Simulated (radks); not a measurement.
Values are calculated unless marked as measured or tabulated.
The ruthenium ion Ru7+, 37 electrons, occupied as [Kr] 4d1 (the NIST ground configuration).

Level of theory: Dirac Kohn-Sham, PBE, spin-unpolarised, spherical densities, finite nucleus; open shells are shared between the two j in proportion to 2j + 1; Fermi nuclear charge, rms radius 4.4809 fm (a radial shooting solver on a logarithmic mesh with Libxc functionals).

Energy parts (eV):
part                       energy
total                 -122978.632
kinetic                127994.572
electron-nucleus      -293319.774
Hartree                 45882.597
exchange-correlation    -3536.027

Orbitals (lengths in bohr, moments of r in powers of bohr; r(max) is where P^2 peaks):
| orbital | occ. | eigenvalue (eV) | r(max) | <r^2> |
|---|---|---|---|---|
| 1s1/2 | 2 | -22038.96 | 0.02171 | 0.001510 |
| 2s1/2 | 2 | -3266.681 | 0.1230 | 0.02495 |
| 2p1/2 | 2 | -3027.154 | 0.09549 | 0.01876 |
| 2p3/2 | 4 | -2896.246 | 0.09948 | 0.02011 |
| 3s1/2 | 2 | -667.7986 | 0.3615 | 0.1850 |
| 3p1/2 | 2 | -574.9359 | 0.3482 | 0.1816 |
| 3p3/2 | 4 | -552.6383 | 0.3577 | 0.1912 |
| 3d3/2 | 4 | -388.5258 | 0.2989 | 0.1735 |
| 3d5/2 | 6 | -384.1677 | 0.3017 | 0.1765 |
| 4s1/2 | 2 | -181.6332 | 0.8989 | 1.071 |
| 4p1/2 | 2 | -152.4014 | 0.9395 | 1.207 |
| 4p3/2 | 4 | -148.4355 | 0.9608 | 1.260 |
| 4d3/2 | 0.4 | -102.0422 | 1.072 | 1.696 |
| 4d5/2 | 0.6 | -101.4448 | 1.079 | 1.716 |

The highest occupied level is 4d5/2 at -101.44 eV. The density falls to 0.001 e/bohr^3 at r = 2.50 bohr.
